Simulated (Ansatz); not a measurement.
A run for Ansatz (an electronic-structure program): R-PBE0/def2-TZVPPD on BrH7Si2 (a complex), monomers drawn apart or pushed together. Files ending in .json are basis or fitting sets from the Basis Set Exchange.

Ansatz 0.2 input:
```yaml
crystal:
  periodic: [false, false, false]
  atoms:
    - {symbol: Br, position_ang: [-0.49929743, 0.26644676, -0.20399063]}
    - {symbol: H, position_ang: [0.26136496, -0.57131658, 0.66736226]}
    - {symbol: Si, position_ang: [0.87319835, -1.08484280, 4.51479329]}
    - {symbol: Si, position_ang: [-0.65541794, 0.69143885, 4.61377059]}
    - {symbol: H, position_ang: [2.16779577, -0.70218176, 5.12756575]}
    - {symbol: H, position_ang: [1.14271335, -1.47673908, 3.10443935]}
    - {symbol: H, position_ang: [0.34204873, -2.27792702, 5.21649931]}
    - {symbol: H, position_ang: [-0.88794311, 1.04164831, 6.03651455]}
    - {symbol: H, position_ang: [-1.94281076, 0.29608347, 3.99803536]}
    - {symbol: H, position_ang: [-0.11358777, 1.87523294, 3.90823416]}
basis:
  gaussian:
    orbitals: def2-TZVPPD.json
hamiltonian:
  xc: {name: PBE0}
scf: {lower_state_search: off}
```

It printed:

```
Functional definition: PBE0
[...]
these checks for a lower state are left out or cut short: stability, starts, cluster_reference, orbital_swaps, neighbouring_geometries, increment
integrals: 0.26 GiB planned
1529 factors; their error is unknown
mean field: 1.39 GiB planned
mean field evaluation 1: about -85900.0158 eV, gradient 1.3e1 eV
mean field evaluation 2: about -85900.4453 eV, gradient 5.9e0 eV
mean field evaluation 4: about -85900.5466 eV, gradient 4.2e-1 eV
mean field evaluation 8: about -85900.8953 eV, gradient 4.6e-2 eV
mean field evaluation 16: about -85900.8953 eV, gradient 1.7e-6 eV
mean field -85900.89529124 eV, -3156.7996762350 hartree, gradient 1.7e-6 eV, S^2 0.000000; 0 other end points of the search recorded, 0 dependent functions left out
reference -85900.89533798 eV, -3156.7996779525 hartree; 35, 35 occupied and 237, 237 virtual orbitals, 1529 factors
Total energy: -85900.89533798 eV, -3156.7996779525 hartree
Checks for a lower state left out: stability, starts, cluster_reference, orbital_swaps, neighbouring_geometries, increment
```

Self-consistency was reached.

Cost: roughly 6 core-seconds.
